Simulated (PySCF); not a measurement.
# Two-component Hartree-Fock for Ce⁴⁴⁺ (cerium, charge +44)

Start: [Ne] 3s2 3p2; 3p1/2 filled at m_j = -1/2, +1/2. Calculated with PySCF 2.14 in an even-tempered Gaussian basis (18 s from 10 bohr⁻², ratio 2.4; 14 p from 13 bohr⁻², ratio 2.4; 4 d from 46 bohr⁻², ratio 2.6; 4 f from 70 bohr⁻², ratio 2.6): generalised Hartree-Fock with the X2C-1e Hamiltonian and a Gaussian nucleus; one run each with spin-orbit coupling (SO) switched off, then screened by Boettger's factors.

```tsv
spinor shell	electrons	ε, spin-free (eV)	ε, screened SO (eV)	weight of nominal j (screened SO)	rms radius, screened SO (bohr)
1s1/2	2	-43524.4	-43512.5	1.000	0.0280
2s1/2	2	-9344.3	-9338.5	1.000	0.112
2p1/2	2	-8667.4	-8992.1	1.000	0.0959
2p3/2	4	-8667.4	-8517.8	1.000	0.102
3s1/2	2	-3691.6	-3689.1	1.000	0.269
3p1/2	2	-3504.1	-3573.4	1.000	0.257
```

```csv
quantity,spin-free,screened SO
E (hartree),-7039.64776,-7048.33509
M_J,0,0
⟨J²⟩,2.001,0.000
⟨L²⟩,2.000,1.340
⟨S²⟩,2.000,1.340
```

Breit and QED terms are absent; they matter most for the inner s and p1/2 levels.

Densities and radii are taken from the X2C orbitals without a picture-change correction, which distorts them close to the nucleus.

Without spin-orbit coupling the j labels of p, d and f shells carry no meaning; the spin-free column gives the mean over the occupied spinors of each nl shell.
